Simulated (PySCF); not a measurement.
# Al²⁺: ionisation energy

Al²⁺ [Ne] 3s1 (2S) → Al³⁺ [Ne] (1S), as a difference of total energies. Computed with PySCF 2.14 in def2-QZVPPD, with no relativity, point nucleus. Correlated levels: valence and next inner shell: 1s2 frozen. The calculations carry no spin-orbit coupling.

```json
{"method": "UHF", "ionisation energy (eV)": "28.040"}
{"method": "MP2 (valence and next inner shell)", "ionisation energy (eV)": "28.326"}
{"method": "SCS-MP2 (valence and next inner shell)", "ionisation energy (eV)": "28.267"}
{"method": "CCSD (valence and next inner shell)", "ionisation energy (eV)": "28.341"}
{"method": "CCSD(T) (valence and next inner shell)", "ionisation energy (eV)": "28.347"}
```

Task: How much does correlation contribute at CCSD(T) (valence and next inner shell)?

Result: 28.347 − (28.040) = 0.307 eV, measured against UHF.

Errors of the correlated levels include the incompleteness of this basis and the frozen core.

For comparison: 28.448 eV (measured; NIST Atomic Spectra Database, ionization energies).
